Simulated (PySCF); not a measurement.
Ligands exchanged one at a time, B OH-NH2. All species are isolated molecules in the gas phase. One relaxed conformer stands for each flexible species; it need not be the lowest. Strings in code marks are SMILES.

The T1 excitation (TDA) from two functionals at the same geometries (CAM-B3LYP-D3(BJ)/def2-TZVP), both in PySCF: PBE-D3(BJ)/def2-TZVP and TPSSh-D3(BJ)/def2-TZVP. Excitations are Tamm–Dancoff values on a coarser integration grid. The basis has no diffuse functions, so Rydberg states are missing or too high.

```tsv
species	TPSSh-D3(BJ)/def2-TZVP (eV)
0 of 3 OH replaced by NH2 (`OB(O)O`)	7.36
1 of 3 OH replaced by NH2 (`NB(O)O` (O–B–O–H torsion 0°, O–B–O–H torsion 180°))	6.27
2 of 3 OH replaced by NH2 (`NB(N)O` (N–B–O–H torsion 180°))	5.72
3 of 3 OH replaced by NH2 (`NB(N)N`)	5.63
```

Q: What does PBE-D3(BJ)/def2-TZVP give for each?

A: 
- 0 of 3 OH replaced by NH2 (`OB(O)O`): 6.63
- 1 of 3 OH replaced by NH2 (`NB(O)O` (O–B–O–H torsion 0°, O–B–O–H torsion 180°)): 5.69
- 2 of 3 OH replaced by NH2 (`NB(N)O` (N–B–O–H torsion 180°)): 5.14
- 3 of 3 OH replaced by NH2 (`NB(N)N`): 5.05
Over these rows, drawn at random from the members with no instability flagged (it was tested for open shells, ions and some series alone), PBE minus TPSSh-D3(BJ): mean -0.62 eV, from -0.73 eV to -0.58 eV.
